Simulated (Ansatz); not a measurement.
`CCB(F)F` + `C#N` → `N#CB(F)F` + `CC` at 600 K and 1 bar (formal exchange of groups at a B–C bond).

Gas-phase electronic energies from Ansatz, PBE0-D4/def2-TZVP geometries. CBS: MP2 limit from def2 TZ/QZ plus the TZ coupled-cluster correction, frozen cores. This one scheme is used for every species. Each species was taken in one conformer, which may not be the lowest.

```
   species  CCSD(T)/CBS energy (Eh)  H − E (kJ/mol)  S (J/(mol·K))
 `CCB(F)F`               -303.63268           250.0          402.8
     `C#N`                -93.32098            64.3          228.4
`N#CB(F)F`               -317.24121            85.8          343.2
      `CC`                -79.71954           228.8          274.9
```

H − E and S are ideal-gas, rigid-rotor, harmonic terms from PBE0-D4/def2-TZVP, for one conformer and one mirror image of each species. 1 Eh = 2625.50 kJ/mol, R = 8.31446 J/(mol·K).

Task: By hand: ΔE, ΔH, ΔS and ΔG.

Result: ΔE = (-317.24121) + (-79.71954) − (-303.63268) − (-93.32098) = -0.00709 Eh = -18.6 kJ/mol. Δ(H − E) = 85.8 + 228.8 − 250.0 − 64.3 = 0.3, so ΔH = -18.3 kJ/mol. ΔS = 343.2 + 274.9 − 402.8 − 228.4 = -13.1 J/(mol·K). ΔG = -18.3 − 600 × (-13.1)/1000 = -10.4 kJ/mol.

Task: By hand: the equilibrium constant, and the temperature at which ΔG would vanish if ΔH and ΔS stayed fixed.

Result: log₁₀ K = −ΔG/(RT ln 10) = 0.9. ΔG = 0 at ΔH/ΔS = 1397 K, though so small a ΔS makes that figure unsure.

TΔS isn't small against ΔH here. A doubt of 5 kJ/mol in ΔE shifts log₁₀ K by 0.4 here. Other conformers and mirror images would add mixing entropy, several J/(mol·K) or more a flexible species. Modes under 60 cm⁻¹, often nearly free rotors, make the harmonic entropy too high. These are equilibria of isolated gas molecules and say nothing of rates. Largest T1 diagnostic: 0.014 (customary marks: 0.02 for closed shells, 0.045 for open ones).
